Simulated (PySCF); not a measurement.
# What a mistake does to a calculation on CClH3Si2

These are calculations, not measurements. They come from PySCF 2.14.0, an open-source quantum chemistry program, on an isolated molecule that a program drew, which may never have been made. The molecule is CClH3Si2 (charge 0, singlet), drawn as the SMILES string `[SiH]C=[SiH]Cl`.

Each row is a Hartree-Fock (HF) and frozen-core CCSD(T) single point in the cc-pV(D+d)Z basis, meant for a local HF minimum. Run 1 is clean. Each other run has one planted mistake out of seven kinds, and not every kind appears here: one electron removed, one electron added, multiplicity raised by two, geometry at a saddle point, minimal basis STO-3G, one bond length entered in bohr, all coordinates scaled. The reference is restricted for singlets and unrestricted otherwise, and also for a bond in bohr. Adding or removing an electron swaps singlet and doublet. Electrons count all cores. HOMO and LUMO are orbital energies over both spins, the gradient is its largest component, and the lowest frequency (negative if imaginary) is given only where the gradient is small. Bond lengths are over the 6 bonds as drawn. T1 is the CCSD diagnostic: over 0.02 (restricted) or 0.045 (unrestricted) a single reference is doubtful.

Geometry of the clean run:
```xyz
7
CClH3Si2, angstrom
Si    1.9891   -0.6443   -0.7442
C     1.0481   -0.2960    0.8010
Si   -0.5423   -0.8807    0.9378
Cl   -1.7603   -0.6105    2.5568
H     0.8780   -1.4284   -1.4407
H     1.4994    0.2714    1.6091
H    -1.2702   -1.6527   -0.0634
```

| run | electrons | basis functions | <S^2> | HOMO (eV) | LUMO (eV) | gradient (hartree/bohr) | lowest frequency (cm^-1) | mean bond (Å) | longest bond (Å) | T1 | HF (hartree) | CCSD(T) (hartree) | mistake |
|---|---|---|---|---|---|---|---|---|---|---|---|---|---|
| 1 | 54 | 98 | 0.000 | -8.37 | 0.71 | 2.1e-05 | 76 | 1.6098 | 2.044 | 0.0148 | -1076.94993 | -1077.46551 | no fault |
| 2 | 55 | 98 | 1.015 | -0.93 | 7.01 | 2.5e-02 | - | 1.6098 | 2.044 | 0.0337 | -1076.95396 | -1077.47822 | one electron added |
| 3 | 54 | 98 | 2.193 | -6.88 | 0.17 | 3.6e-02 | - | 1.6098 | 2.044 | 0.0303 | -1076.91142 | -1077.40390 | multiplicity raised by two |
| 4 | 54 | 98 | 0.000 | -8.04 | 1.06 | 4.6e-02 | - | 1.5245 | 1.936 | 0.0135 | -1076.92612 | -1077.43530 | ? |
| 5 | 53 | 98 | 0.770 | -14.89 | -6.03 | 6.4e-02 | - | 1.6098 | 2.044 | 0.0190 | -1076.68665 | -1077.17284 | ? |

**Which mistake was planted in run 4, and what did it cost?**

The mean and the longest bond both change by the same factor, 0.947, and the gradient is no longer small. So the mistake is: all coordinates scaled. Subtracting run 1 and multiplying by 627.51 kcal/mol a hartree, the energy moved by 14.9 kcal/mol in HF and 19.0 kcal/mol in CCSD(T).

**Which mistake was planted in run 5, and what did it cost?**

It counts 53 electrons, one fewer than the clean run, at the same geometry and basis. So the mistake is: one electron removed. Subtracting run 1 and multiplying by 627.51 kcal/mol a hartree, the energy moved by 165.2 kcal/mol in HF and 183.7 kcal/mol in CCSD(T).

